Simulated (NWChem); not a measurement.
System: CCl$_{3}$F; SMILES C(Cl)(Cl)(Cl)F

Computed with NWChem. Pople sets run with spherical d functions. The geometry was optimised at PBE0/def2-SVP. Computed dipoles belong to the equilibrium geometry; the measured one is vibrationally averaged.

Measured dipole moment: 0.45 D (NIST CCCBDB, as tabulated in the package chemicals).

Question: Which of these levels lies farthest from the measured value, and how do the others fare: B3LYP/def2-SVPD; B3LYP/6-311++G**; B3LYP/3-21G; B3LYP/6-31G*; B3LYP/def2-TZVP; B3LYP/STO-3G; B3LYP/6-31+G*; B3LYP/aug-cc-pVTZ; B3LYP/def2-SVP?

Answer: B3LYP/STO-3G.
```tsv
level	dipole moment (D)	computed − measured
B3LYP/STO-3G	1.08	+0.63
B3LYP/3-21G	0.13	-0.32
B3LYP/6-31G*	0.16	-0.29
B3LYP/6-31+G*	0.37	-0.08
B3LYP/def2-SVP	0.32	-0.13
B3LYP/def2-SVPD	0.36	-0.09
B3LYP/def2-TZVP	0.34	-0.11
B3LYP/6-311++G**	0.42	-0.03
B3LYP/aug-cc-pVTZ	0.34	-0.11
```
